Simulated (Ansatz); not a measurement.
Species: CH7OSi2, charge -1, multiplicity 1. It need not be the lowest isomer of its formula. Whether it binds its extra electron was not tested at this geometry. 
Coordinates optimised at B3LYP-D3(BJ)/def2-TZVP (Ansatz, a first-principles code):
```
O
Si 1 1.6240
Si 1 1.7303 2 122.85
C 3 1.7485 1 117.49 2 0.00
H 4 1.0859 3 122.44 1 -86.24
H 4 1.0859 5 114.73 3 -173.01
H 2 1.4887 1 115.96 3 -63.62
H 2 1.4887 7 107.30 1 -131.43
H 2 1.4997 7 105.28 8 -111.79
H 3 1.5019 1 100.09 2 -125.10
H 3 1.5019 10 107.32 1 104.00
```
Charge -1, spin multiplicity 1.

Basis-set convergence of Hartree-Fock and CCSD(T) correlation energies (hartree) with Ansatz. Valence correlation only, unless marked. No spin-orbit coupling. No relativistic terms. This anion needs diffuse functions, which these sets lack.

```tsv
basis	functions	E(HF)	E(corr, CCSD(T))
cc-pV(D+d)Z	109	-694.71754	-0.61668
cc-pV(T+d)Z	236	-694.79738	-0.76000
cc-pV(Q+d)Z	448	___	___
```

Problem. What belongs in the gaps?

Solution. 
- cc-pV(Q+d)Z, E(HF): -694.81718
- cc-pV(Q+d)Z, E(corr, CCSD(T)): -0.80713
